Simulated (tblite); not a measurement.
C₅H₁₅NSSi₂.
Atom-mapped SMILES: `[NH2:1][SiH2:2][SiH2:3][S:4][CH:5]1[CH2:6][CH2:7][CH2:8][CH2:9]1` (hydrogens: H10, H11 on N1; H12, H13 on Si2; H14, H15 on Si3; H16 on C5; H17, H18 on C6; H19, H20 on C7; H21, H22 on C8; H23, H24 on C9)

Geometry (GFN2-xTB, Å), atoms numbered from 1 in this order:
```
atom  x, y, z in Å
N1     4.5554    0.7042    0.4980
Si2    3.6722   -0.6249   -0.1575
Si3    1.5680    0.2533   -0.4322
S4     0.3928   -1.2537   -1.4236
C5    -1.3518   -0.8734   -1.0284
C6    -1.7109   -1.0618    0.4562
C7    -2.4317    0.2247    0.8770
C8    -2.9424    0.8165   -0.4354
C9    -1.7918    0.5425   -1.3980
H10    5.5543    0.6168    0.5910
H11    4.1916    1.2001    1.2952
H12    3.6981   -1.8420    0.6784
H13    4.3905   -0.9489   -1.3911
H14    1.4573    1.4755   -1.2391
H15    0.8472    0.5767    0.8071
H16   -1.8899   -1.6008   -1.6400
H17   -2.3650   -1.9267    0.5698
H18   -0.8223   -1.2428    1.0599
H19   -3.2333    0.0311    1.5882
H20   -1.7271    0.9195    1.3371
H21   -3.8390    0.2877   -0.7630
H22   -3.1751    1.8773   -0.3549
H23   -2.0766    0.6205   -2.4462
H24   -0.9820    1.2484   -1.2077
```

Calculated harmonic vibrations of the isolated species, GFN2-xTB (tblite), most abundant isotopes, no scaling. The method is semi-empirical: single wavenumbers can be off by several per cent or more. Modes of hydrogen on silicon can be 10 to 20 % off. One conformer, not necessarily the lowest.

Harmonic wavenumbers (cm⁻¹): 26.0, 31.3, 44.7, 64.5, 102.5, 137.5, 176.3, 223.7, 230.2, 272.4, 363.0, 377.0, 454.7, 463.9, 502.3, 536.4, 537.9, 581.1, 585.1, 601.4, 664.9, 713.0, 723.7, 808.1, 823.7, 840.4, 846.9, 870.1, 892.0, 943.6, 961.4, 977.6, 998.1, 1049.0, 1095.4, 1116.1, 1138.6, 1164.2, 1214.1, 1216.5, 1240.0, 1275.0, 1299.0, 1312.4, 1315.7, 1321.7, 1481.9, 1484.2, 1491.6, 1503.6, 1539.5, 2122.0, 2174.9, 2205.9, 2245.5, 2954.9, 2972.8, 2981.2, 2987.6, 2996.6, 3004.8, 3007.4, 3011.3, 3012.9, 3477.3, 3507.5.

A = 2196, B = 429.7, C = 404.8 MHz; mass 177.046 u (most abundant isotopes); point group C1, symmetry number 1.

Problem. What is the zero-point energy?

Solution. Half the sum of the wavenumbers: 41648 cm⁻¹ = 498.22 kJ/mol.

Problem. Entropy at 200 K, 1 bar (ideal gas, RRHO, classical rotation)?

Solution. Translation 165.11, rotation 125.18, vibration 130.56: S = 420.9 J/(mol K).

Problem. And Cp and H(200 K) − H(0)?

Solution. Cp = 152.04 J/(mol K), of which vibrations give 118.78 (their classical limit is 66 R = 548.8); H(200 K) − H(0) = 19.36 kJ/mol without the zero-point energy, 12.71 from vibrations.

Problem. How do the functions run with temperature in this model?

Solution. 
```tsv
T (K)	S (J/(mol K))	Cp (J/(mol K))	H − H(0) (kJ/mol)	G − H(0) (kJ/mol)	ln q(vib)
150	381.4	123.9	12.47	-44.74	6.11
250	457.9	181.4	27.70	-86.78	9.94
298.15	492.3	209.5	37.11	-109.67	11.73
400	561.7	264.3	61.31	-163.38	15.44
600	685.4	345.9	122.88	-288.37	22.50
900	841.6	423.1	239.23	-518.23	32.32
```

q(vib) and H(0) count from the zero-point level.

Problem. What must be added to the electronic energy to get the Gibbs energy at 200 K and 1 bar?

Solution. ZPE + [H(200 K) − H(0)] − T·S = 498.22 + 19.36 − 84.17 = 433.41 kJ/mol.

Problem. Which modes carry the vibrational entropy at 200 K?

Solution. 26.0 cm⁻¹: 22.27; 31.3 cm⁻¹: 20.73; 44.7 cm⁻¹: 17.78; 64.5 cm⁻¹: 14.77; 102.5 cm⁻¹: 11.03; 137.5 cm⁻¹: 8.74 J/(mol K); the other 60 give 35.24 together.

Problem. Blend soft modes into free rotors: weight 1/[1 + (100 cm⁻¹/ν̃)⁴] for the oscillator and the rest for a rotor with moment μB/(μ + B), μ = h/(8π²ν), B = 10⁻⁴⁴ kg m². What vibrational entropy results?

Solution. 112.34 J/(mol K) in place of 130.56, which changes −T·S at 200 K by +3.64 kJ/mol.

Hindered rotation and anharmonicity are outside this model. Other conformers, if any are populated, would add a mixing term that is left out. The structure is chiral; the term R ln 2 for an equal mix with its mirror image is left out.

On Arm Neoverse V1, one thread (shared host), this took 1.5 s wall. This covers the Hessian and the dipole derivatives.
